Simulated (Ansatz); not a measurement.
Gas-phase electronic energies from Ansatz, PBE0-D4/def2-TZVP geometries. CCSD(T)/CBS adds triple-zeta CCSD(T) − MP2 to the extrapolated MP2 energy (def2 sets, frozen cores). This one scheme is used for every species. DFT in def2-TZVPP. For Br outer-core shells are correlated without core-valence functions, which leaves a few kJ/mol of doubt a bond. Scalar relativity is left out up to krypton. Each species was taken in one conformer, which may not be the lowest.

Consider the ligand exchange at the Si–F bond: `N[Si](O)(F)Cl` + HBr → `N[Si](O)(Cl)Br` + H–F.

`N[Si](O)(F)Cl`:

Cartesian coordinates in Å:
```
N 0.294 1.050 -0.534
Si -0.346 -0.259 0.316
O 0.785 -1.369 0.659
F -0.953 0.097 1.734
Cl -1.881 -0.993 -0.806
H -0.296 1.628 -1.109
H 1.096 1.551 -0.186
H 1.301 -1.705 -0.075
```

HBr:

```xyz
2

Br    0.296    0.612    0.205
H    -0.296   -0.612   -0.205
```

`N[Si](O)(Cl)Br`:

Cartesian coordinates in Å:
```
N 0.343 0.465 -1.095
Si -0.324 -0.194 0.316
O 0.823 -0.493 1.428
Cl -1.704 1.168 0.962
Br -1.333 -2.142 0.071
H -0.238 1.021 -1.701
H 1.025 -0.065 -1.615
H 1.408 0.240 1.634
```

H–F:

Cartesian coordinates in Å:
```
F 0.370 -0.086 0.259
H -0.370 0.086 -0.259
```

Is it downhill or uphill in electronic energy at CCSD(T)/CBS, and by how much? (Best estimate.)

The calculation gave: Uphill: ΔE = +13.4 kcal/mol.

What do these levels give: PBE-D4, BLYP-D4, PBE-QIDH, PBE, BLYP, HF/CBS(def2)? (Best estimate.)

Computed: PBE-D4 11.9, BLYP-D4 14.4, PBE-QIDH 13.3, PBE 13.2, BLYP 17.1, HF/CBS(def2) 19.9 kcal/mol.

What do rigid-rotor, harmonic-oscillator terms from PBE0-D4/def2-TZVP frequencies (298.15 K, 1 bar) make of the CCSD(T)/CBS value? (Estimate.)

Ansatz gave: ΔZPE = +1.0 kcal/mol, ΔH = +14.7 kcal/mol, ΔS = -1 J/(mol·K), ΔG = +14.8 kcal/mol.

Largest T1 diagnostic among the species: 0.010.

From BLYP to BHLYP (50 % exact exchange), in def2-TZVPP and without D4, ΔE moves by +0.8 kcal/mol. At CCSD(T), def2-SVP lies +2.1 kcal/mol from the extrapolated value and def2-TZVPP +1.7 kcal/mol. In def2-TZVPP, CCSD(T) changes the Hartree–Fock value by −4.2 kcal/mol (the triples alone add −0.9 kcal/mol) and MP2 by −6.3 kcal/mol.
